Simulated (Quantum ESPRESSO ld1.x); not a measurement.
Task: Coherent X-ray form factor from a spherical all-electron density. All-electron calculation, Dirac Kohn-Sham, PW86 exchange with PBE correlation, spin-unpolarised, spherical densities, point nucleus. Program: ld1.x of Quantum ESPRESSO 7.5.

sin(theta)/lambda (1/angstrom)  f0 (electrons)
0.05                                    30.600
0.1                                     29.505
0.15                                    27.961
0.2                                     26.226
0.25                                    24.477
0.3                                     22.795
0.4                                     19.699
0.5                                     16.930
0.6                                     14.494
0.8                                     10.749
1                                        8.418
1.25                                     6.823
1.5                                      5.919
2                                        4.618

The species is in the configuration that NIST lists as its ground one. Which atom or ion scatters so?

Result: The arsenic ion As2+, [Ar] 3d10 4s2 4p1. Extrapolating in s^2 from the first two rows gives f0(0) = 31.0, near the electron count 31; among species with that count, the fall with angle is slower the higher Z, and the table is that of Z = 33; from so few rows the species is fixed only to a neighbour or two.
